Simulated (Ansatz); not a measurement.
(F)2Al-O-SiH3 (AlSiOF2H3) was relaxed with PBE0-D4 (def2-SVP) in Ansatz in these states: charge +1 doublet, neutral singlet. The geometries follow in no particular order.

A:

```xyz
8

Al   -0.6446    0.9342   -1.6093
F    -2.2267    1.3243   -1.5813
F     0.5014    1.0965   -2.7569
O    -0.0641    0.1844   -0.1382
Si    0.4988   -0.4390    1.2050
H    -0.3329   -1.7018    1.6583
H     1.0399    0.4175    2.2711
H     1.2283   -1.8160    0.9514
```

B:

```xyz
8

Al    1.486    0.720    0.823
F     1.345    1.636    2.186
F     3.000    0.470    0.220
O     0.143    0.068    0.079
Si   -1.188   -0.575   -0.658
H    -2.373    0.301   -0.420
H    -1.462   -1.933   -0.102
H    -0.951   -0.686   -2.128
```

Judge from the bond lengths which geometry belongs to which state (an estimate).

A is the charge +1 doublet (Si5–H8 1.579 Å, Si5–H6 1.579 Å, Al1–O4 1.750 Å); B is the neutral singlet (Si5–H8 1.493 Å, Si5–H6 1.493 Å, Al1–O4 1.669 Å).
